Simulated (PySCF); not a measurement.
HNSi, SMILES [NH+]#[Si-].

Coordinates come from a PBE0-D3(BJ)/def2-TZVPD optimisation.

Two levels are set side by side: TDA-PBE/def2-TZVPD (PySCF) and EOM-CCSD/aug-cc-pVDZ (PySCF). Vertical, same geometry; the bases differ. Differences are taken from unrounded values.

```tsv
quantity	EOM-CCSD	TDA-PBE	TDA-PBE minus EOM-CCSD
lowest singlet excitation (eV)	5.23	4.80	-0.43
lowest triplet excitation (TDA for PBE) (eV)	4.16	3.92	-0.24
```

Functionals without exact exchange tend to place singlet excitations lower, as here. Differences between two approximate levels are no errors against the true value.

Rough cost on one machine, each run with all the roots and properties that it gave: EOM-CCSD against TDA-PBE about 3 times.
